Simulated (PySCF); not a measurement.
A PySCF script (with the pyscf-properties extension) for the NMR shieldings of SMILES [SiH2](S[Si@@H](CC)NC)N, C₃H₁₄N₂SSi₂, on a GFN2-xTB geometry:

```python
import basis_set_exchange as bse
import numpy as np
from pyscf import gto, dft
from pyscf.prop import nmr

atoms = """
C    -2.585309   -1.837172    0.079643
C    -2.188967   -0.416595    0.468438
Si   -0.490464    0.097714   -0.220445
N     0.000775    1.725203    0.026078
C    -0.754182    2.855530   -0.459168
S     0.970612   -1.114932    0.776878
Si    2.758004   -0.641484   -0.311287
N     3.979193   -1.343357    0.662710
H    -2.652679   -1.934401   -1.001699
H    -3.549919   -2.102583    0.508756
H    -1.840668   -2.542657    0.439502
H    -2.186078   -0.339061    1.557737
H    -2.948506    0.280153    0.108056
H    -0.428400   -0.130266   -1.667059
H     0.511944    1.942764    0.868436
H    -0.094136    3.713275   -0.597811
H    -1.564375    3.145137    0.218949
H    -1.191157    2.593539   -1.419963
H     2.594594   -1.188165   -1.660055
H     2.981323    0.797589   -0.351271
H     3.747299   -2.124507    1.254619
H     4.920684   -1.416337    0.317323
"""
names = dict.fromkeys(["C", "Si", "N", "S", "H"], "pcSseg-1")
basis = {el: gto.basis.parse(bse.get_basis(n, elements=[el], fmt="nwchem")) for el, n in names.items()}
mol = gto.M(atom=atoms, basis=basis, charge=0, verbose=0)
mf = dft.RKS(mol, xc="PBE0")
mf.grids.level = 2
mf.grids.alignment = dft.numint.BLKSIZE   # the property module wants whole blocks of grid points
mf.conv_tol = 1e-9
mf.kernel()

calc = nmr.RKS(mf)   # GIAO
C = mf.mo_coeff
Co = C[:, mf.mo_occ > 0]
resp = mf.gen_response(singlet=True, hermi=2)
def vind(x):   # induced exchange potential for any number of trial vectors
    d = np.einsum("pi,xij,qj->xpq", C, 2 * x.reshape(-1, C.shape[1], Co.shape[1]), Co, optimize=True)
    return np.einsum("xpq,pi,qj->xij", resp(d - d.transpose(0, 2, 1)), C, Co, optimize=True).ravel()
mo1, _ = nmr.rhf.solve_mo1(calc, with_cphf=vind)
sigma = calc.kernel(mo1)
for i, s in enumerate(sigma):   # ppm
    print("%2d %-2s %9.2f" % (i, mol.atom_pure_symbol(i), np.trace(s) / 3))
```

Problem. What does it print?

Solution. 
```
 0 C     178.54
 1 C     173.70
 2 Si    352.70
 3 N     233.33
 4 C     156.26
 5 S     779.86
 6 Si    370.61
 7 N     259.36
 8 H      30.92
 9 H      30.47
10 H      30.62
11 H      31.05
12 H      30.72
13 H      26.68
14 H      31.65
15 H      28.89
16 H      28.91
17 H      29.28
18 H      26.06
19 H      26.34
20 H      31.25
21 H      31.70
```

These numbers come from an equivalent density-fitted implementation of the same equations, which agrees with the script to about 0.01 ppm for H and up to a few tenths of a ppm for heavy atoms, so last digits may differ.

Problem. Turn these shieldings into chemical shifts. Referencing at the same level of theory: ¹³C (186.93 ppm) and ²⁹Si (349.16 ppm) and ¹H (31.72 ppm) against TMS; ¹⁵N (267.73 ppm) vs NH3; CS2 for ³³S (503.73 ppm).

Solution. Averaging equivalent atoms: C 4: 30.7; C 1: 13.2; C 0: 8.4; Si 2: -3.5; Si 6: -21.4; N 3: 34.4; N 7: 8.4; S 5: -276; H 18: 5.65; H 19: 5.38; H 13: 5.03; H 15/16/17: 2.69; H 8/9/10: 1.05; H 12: 1.00; H 11: 0.67; H 20/21: 0.24; H 14: 0.07 ppm. Experimental scales use liquid or dissolved standards, which lie at an offset from isolated NH3 (liquid NH3: subtract about 20 ppm).

Size and cost of the density-fitted run: 227 basis functions, 70 s wall time on 1 thread of an Arm Neoverse N1, shared host; peak memory 1.1 GiB.
